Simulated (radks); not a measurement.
Q: Ce3+, configuration [Kr] 4d10 4f(up 1, down 1) 5p6 5s(up 0.5, down 0.5) (fractional occupations, a model configuration). All-electron calculation, scalar-relativistic Kohn-Sham, LDA (Slater exchange, Perdew-Wang correlation), spin-polarised, spherical densities, point nucleus. Program: a radial shooting solver on a logarithmic mesh with Libxc functionals. Some entries of the table are withheld. Estimate them.

| orbital | occ. | eigenvalue (eV) | <r> (bohr) |
|---|---|---|---|
| 1s | 2 | (1) | 0.02459 |
| 2s | 2 | -6462.920 | 0.1053 |
| 2p | 6 | -5793.315 | 0.09239 |
| 3s | 2 | -1405.953 | 0.2790 |
| 3p | 6 | -1192.966 | (2) |
| 3d | 10 | -889.7092 | 0.2537 |
| 4s | 2 | (3) | 0.6389 |
| 4p | 6 | -230.4319 | 0.6772 |
| 4d | 10 | -130.5696 | 0.7491 |
| 5s | 1 | (4) | 1.513 |
| 5p | 6 | -45.4985 | 1.732 |
| 4f | 2 | -26.5505 | 1.114 |

A: 
(1) 1s eigenvalue (eV): -40251.23
(2) 3p <r> (bohr): 0.2769
(3) 4s eigenvalue (eV): -299.8430
(4) 5s eigenvalue (eV): -63.0205
